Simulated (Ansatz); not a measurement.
Cost and result for the atomization energy of Cl$_{2}$Ge$_{2}$H$_{4}$ (`[Cl][GeH2][GeH2][Cl]`) (8 atoms, 7 bonds).

Charge 0, multiplicity 1. Correlated methods include outer-core shells of Ge, which these sets cover unevenly. Scalar relativity is left out up to krypton. Geometry: relaxed with PBE0-D4/def2-TZVP. It is one conformer, not always the lowest. Program: Ansatz. All runs use 4 threads of an Intel Xeon Platinum 8488C on a shared host. Times are those of one run each, without the atoms' runs, and a repeat can differ threefold. Electronic energies, without spin–orbit coupling; frozen cores. CCSD(T)/CBS adds CCSD(T) − MP2 in def2-TZVPP to the MP2 limit, and its time is that of the two runs behind it. T1 = 0.010. With those shells the extrapolation isn't a true limit. B3LYP takes the VWN-RPA correlation (the form of Gaussian; ORCA's B3LYP/G).

CCSD(T)/CBS is a level of theory with its own doubt, some kJ/mol a heavy atom from the limit and from the frozen cores, so smaller differences don't rank the functionals.

| level | functions | wall time | atomization (kJ/mol) | difference from CCSD(T)/CBS | per bond |
| --- | --- | --- | --- | --- | --- |
| PBE-D4/def2-TZVPP (with forces) | 236 | 1.4 s | 2109.8 | -22.7 | -3.2 |
| PBE0-D4/def2-TZVPP | 236 | 2.2 s | 2101.2 | -31.3 | -4.5 |
| r2SCAN-D4/def2-TZVPP (with forces) | 236 | 2.5 s | 2135.4 | 2.9 | 0.4 |
| B3LYP-D4/def2-TZVPP (with forces) | 236 | 3.6 s | 2087.1 | -45.4 | -6.5 |
| B2PLYP/def2-TZVPP | 236 | 3.8 s | 2073.0 | -59.5 | -8.5 |
| ωB97X-V/def2-TZVPP | 236 | 4.7 s | 2144.6 | 12.1 | 1.7 |
| ωB97M-V/def2-TZVPP (with forces) | 236 | 8 s | 2106.6 | -25.9 | -3.7 |
| MP2/def2-QZVPP | 438 | 17 s | 2119.9 | -12.6 | -1.8 |
| CCSD(T)/def2-TZVPP | 236 | 96 s | 2089.3 | -43.2 | -6.2 |
| CCSD(T)/CBS(def2) | – | 110 s | 2132.5 | 0.0 | 0.0 |

In def2-TZVPP, CCSD(T) changes the Hartree–Fock value by +537.9 kJ/mol (the triples alone add +32.4 kJ/mol) and MP2 by +543.8 kJ/mol; breaking electron pairs costs correlation energy, which Hartree–Fock lacks. From PBE to PBE0 (25 % exact exchange), in def2-TZVPP and without D4, the atomization energy moves by −5.6 kJ/mol: exact exchange takes away binding that semilocal exchange gives to molecules. The D4 term adds +35.4 kJ/mol with B3LYP and +18.6 kJ/mol with PBE0; it sums over pairs of atoms, weighted by their polarisabilities, and B3LYP, whose exchange is more repulsive, gets the larger term.

For some Ge, Se and Sn compounds the MP2-based and the directly extrapolated limit differ by 10 to 25 kJ/mol.
